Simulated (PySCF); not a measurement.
H4BN, charge +1, doublet, geometry from GFN2-xTB (a state made from the parent by changing its charge; the spin is typed, not shown lowest); B3LYP/6-31G run with PySCF.

The PySCF input:
```python
from pyscf import gto, scf, dft

mol = gto.Mole()
mol.atom = '''
    B    -0.73130621    0.03665242   -0.00704812
    N     0.60086384   -0.03011476    0.00579095
    H    -1.51017053   -0.84599977   -0.16863775
    H    -1.42098447    0.99290666    0.14038813
    H     1.23321839    0.75151551   -0.16929741
    H     1.14842081   -0.87088115    0.19225095
'''
mol.basis = '6-31g'
mol.charge = 1
mol.spin = 1
mol.verbose = 4
mol.build()

mf = dft.UKS(mol)
mf.xc = 'b3lyp'
mf.kernel()
```

Question: Write the output that PySCF gives for this input, abridged.

Answer: 
```
PySCF version 2.14.0

[INPUT] verbose = 4
[INPUT] num. atoms = 6
[INPUT] num. electrons = 15
[INPUT] charge = 1
[INPUT] spin (= nelec alpha-beta = 2S) = 1
[INPUT] symmetry False subgroup None
[INPUT] Mole.unit = angstrom
[INPUT] Symbol           X                Y                Z      unit          X                Y                Z       unit  Magmom
[INPUT]  1 B     -0.731306210000   0.036652420000  -0.007048120000 AA   -1.381968450094   0.069263035603  -0.013319016493 Bohr   0.0
[INPUT]  2 N      0.600863840000  -0.030114760000   0.005790950000 AA    1.135468095754  -0.056908648707   0.010943309501 Bohr   0.0
[INPUT]  3 H     -1.510170530000  -0.845999770000  -0.168637750000 AA   -2.853808703089  -1.598707866745  -0.318679161763 Bohr   0.0
[INPUT]  4 H     -1.420984470000   0.992906660000   0.140388130000 AA   -2.685271475560   1.876321654657   0.265295116840 Bohr   0.0
[INPUT]  5 H      1.233218390000   0.751515510000  -0.169297410000 AA    2.330445008877   1.420158492263  -0.319925738498 Bohr   0.0
[INPUT]  6 H      1.148420810000  -0.870881150000   0.192250950000 AA    2.170200806651  -1.645726860546   0.363301642687 Bohr   0.0

nuclear repulsion = 32.7147362483276
number of shells = 18
number of NR pGTOs = 60
number of NR cGTOs = 26
basis = 6-31g
ecp = {}

******** <class 'pyscf.dft.uks.UKS'> ********
method = UKS
initial guess = minao
damping factor = 0
level_shift factor = 0
DIIS = <class 'pyscf.scf.diis.CDIIS'>
diis_start_cycle = 1
diis_space = 8
diis_damp = 0
SCF conv_tol = 1e-09
SCF conv_tol_grad = None
SCF max_cycles = 50
direct_scf = True
direct_scf_tol = 1e-13
number electrons alpha = 8  beta = 7
XC library pyscf.dft.libxc version 7.1.2
    S. Lehtola, C. Steigemann, M. J. T. Oliveira, and M. A. L. Marques,  SoftwareX 7, 1–5 (2018)
XC functionals = b3lyp
    P. J. Stephens, F. J. Devlin, C. F. Chabalowski, and M. J. Frisch,  J. Phys. Chem. 98, 11623 (1994)
radial grids:
    Treutler-Ahlrichs [JCP 102, 346 (1995); DOI:10.1063/1.469408] (M4) radial grids

becke partition: Becke, JCP 88, 2547 (1988); DOI:10.1063/1.454033
pruning grids: <function nwchem_prune>
grids dens level: 3
symmetrized grids: False
atomic radii adjust function: <function treutler_atomic_radii_adjust>
small_rho_cutoff = 0
Set gradient conv threshold to 3.16228e-05
tot grids = 67184
init E= -82.0306845345147

cycle= 1 E= -81.6171395644883  delta_E= 0.414  |g|= 0.0902  |ddm|= 1.42
cycle= 2 E= -81.6236880808303  delta_E= -0.00655  |g|= 0.0377  |ddm|= 0.181
cycle= 3 E= -81.6236150972354  delta_E= 7.3e-05  |g|= 0.04  |ddm|= 0.0475
cycle= 4 E= -81.6244077369342  delta_E= -0.000793  |g|= 0.0102  |ddm|= 0.0388
cycle= 5 E= -81.624486312475  delta_E= -7.86e-05  |g|= 0.00175  |ddm|= 0.0119
cycle= 6 E= -81.6244943167376  delta_E= -8e-06  |g|= 0.00153  |ddm|= 0.00579
cycle= 7 E= -81.6244963811536  delta_E= -2.06e-06  |g|= 0.000764  |ddm|= 0.00225
cycle= 8 E= -81.6244969461623  delta_E= -5.65e-07  |g|= 0.000266  |ddm|= 0.00139
cycle= 9 E= -81.6244970320687  delta_E= -8.59e-08  |g|= 6.42e-05  |ddm|= 0.000695
cycle= 10 E= -81.6244970355843  delta_E= -3.52e-09  |g|= 3.97e-06  |ddm|= 0.000137
cycle= 11 E= -81.6244970356041  delta_E= -1.98e-11  |g|= 5.65e-07  |ddm|= 1e-05
Extra cycle  E= -81.6244970356042  delta_E= -1.42e-13  |g|= 6.54e-07  |ddm|= 1.1e-06
converged SCF energy = -81.6244970356042  <S^2> = 0.75895214  2S+1 = 2.0089322
```
